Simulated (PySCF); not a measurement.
These 5 structures share the formula C4H11ClSi. Theory: PySCF 2.14.0, PBE0-D3(BJ)/def2-SVP geometry optimisation, gas phase. Energies are electronic, without zero-point or thermal terms, for one conformer each. No frequencies were run at this level. Point groups hold within 0.08 Å.

Question: Order them by energy at this level, lowest first, and give relative energies in kJ/mol.
A. `[CH3:1][CH2:2][CH2:3][SiH2:4][CH2:5][Cl:6]` with C1–C2–C3–Si4 -62°, C2–C3–Si4–C5 -167°, C3–Si4–C5–Cl6 -179°
B. `[CH3:1][CH:2]([CH3:3])[SiH2:4][CH2:5][Cl:6]` with C1–C2–Si4–C5 -56°, C2–Si4–C5–Cl6 -179°
C. `CC(C)(C)[SiH2]Cl`
D. `[CH3:1][SiH2:2][C:3]([CH3:4])([CH3:5])[Cl:6]` with C1–Si2–C3–C4 56°
E. `[CH3:1][SiH2:2][C@@H:3]([CH3:4])[CH2:5][Cl:6]` with C1–Si2–C3–C4 -167°, Si2–C3–C5–Cl6 -57°

Answer: C (0.0), D (109.9), E (119.5), A (144.5), B (146.4).

Neighbours under 10 kJ/mol apart (C[SiH2]C(C)(C)Cl and C[SiH2][C@@H](C)CCl; CCC[SiH2]CCl and CC(C)[SiH2]CCl) can change places with a better method, another conformer or zero-point energy.

```tsv
SMILES	E (Eh)	E rel (kJ/mol)	dipole (D)	point group	A, B, C (MHz)
CC(C)(C)[SiH2]Cl	-907.99236	0.0	1.94	–	3581, 1385, 1300
C[SiH2]C(C)(C)Cl	-907.95050	109.9	1.56	C1	2659, 1724, 1469
C[SiH2][C@@H](C)CCl	-907.94685	119.5	1.91	C1	2520, 1710, 1226
CCC[SiH2]CCl	-907.93731	144.5	2.55	C1	7761, 741.8, 704.4
CC(C)[SiH2]CCl	-907.93661	146.4	2.50	C1	5722, 893.7, 810.0
```

How do the relative energies change in single points at KT2/pcSseg-1 (no added dispersion term) on the same geometries?

```json
{"SMILES": "CC(C)(C)[SiH2]Cl", "PBE0-D3(BJ)/def2-SVP (kJ/mol)": "0.0", "KT2/pcSseg-1 (kJ/mol)": "0.0", "shift": "0.0"}
{"SMILES": "C[SiH2]C(C)(C)Cl", "PBE0-D3(BJ)/def2-SVP (kJ/mol)": "109.9", "KT2/pcSseg-1 (kJ/mol)": "100.8", "shift": "-9.1"}
{"SMILES": "C[SiH2][C@@H](C)CCl", "PBE0-D3(BJ)/def2-SVP (kJ/mol)": "119.5", "KT2/pcSseg-1 (kJ/mol)": "114.7", "shift": "-4.8"}
{"SMILES": "CCC[SiH2]CCl", "PBE0-D3(BJ)/def2-SVP (kJ/mol)": "144.5", "KT2/pcSseg-1 (kJ/mol)": "140.2", "shift": "-4.3"}
{"SMILES": "CC(C)[SiH2]CCl", "PBE0-D3(BJ)/def2-SVP (kJ/mol)": "146.4", "KT2/pcSseg-1 (kJ/mol)": "140.9", "shift": "-5.5"}
```

Each column counts from its own lowest isomer. The order is unchanged; the largest shift is 9.1 kJ/mol.
